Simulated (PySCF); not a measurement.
Correlation energy of B⁺ (boron, charge +1)

[He] 2p2, high-spin 3P determinant (an excited configuration). Calculation: PySCF 2.14, in def2-TZVPPD; the non-relativistic Hamiltonian (point nucleus). Frozen: 1s2; 2 electrons correlated.

With two correlated electrons CCSD is exact within the correlated space (frozen core and kept virtual orbitals).

```csv
level,correlation energy (mhartree)
CCSD,-8.94
```

Diagnostics: T1 = 0.0011, D1 = 0.0016, largest double amplitude 0.030.

Cost of the coupled-cluster step: roughly 0.4 core-seconds, for 2 correlated electrons.

Iterations:

```
CC2 = 0
CCSD nocc = (np.int64(2), np.int64(0)), nmo = (36, 36)
frozen orbitals [[0], [0]]
max_cycle = 100
direct = 0
conv_tol = 1e-08
conv_tol_normt = 1e-06
diis_space = 8
diis_start_cycle = 0
Init t2, MP2 energy = -0.0065811220749347
Init E_corr(UCCSD) = -0.00658112207497444
cycle = 1  E_corr(UCCSD) = -0.00826855371178966  dE = -0.00168743164  norm(t1,t2) = 0.0144912
cycle = 2  E_corr(UCCSD) = -0.00873759302818897  dE = -0.000469039316  norm(t1,t2) = 0.00454542
cycle = 3  E_corr(UCCSD) = -0.00894372831403955  dE = -0.000206135286  norm(t1,t2) = 0.0015386
cycle = 4  E_corr(UCCSD) = -0.00894010722915202  dE = 3.62108489e-06  norm(t1,t2) = 0.000168109
cycle = 5  E_corr(UCCSD) = -0.0089403256719859  dE = -2.18442834e-07  norm(t1,t2) = 9.60629e-06
cycle = 6  E_corr(UCCSD) = -0.0089403102011467  dE = 1.54708392e-08  norm(t1,t2) = 4.32451e-07
cycle = 7  E_corr(UCCSD) = -0.00894031314911043  dE = -2.94796373e-09  norm(t1,t2) = 5.06335e-08
UCCSD converged
E(UCCSD) = -23.84371994037011  E_corr = -0.008940313149110431
```
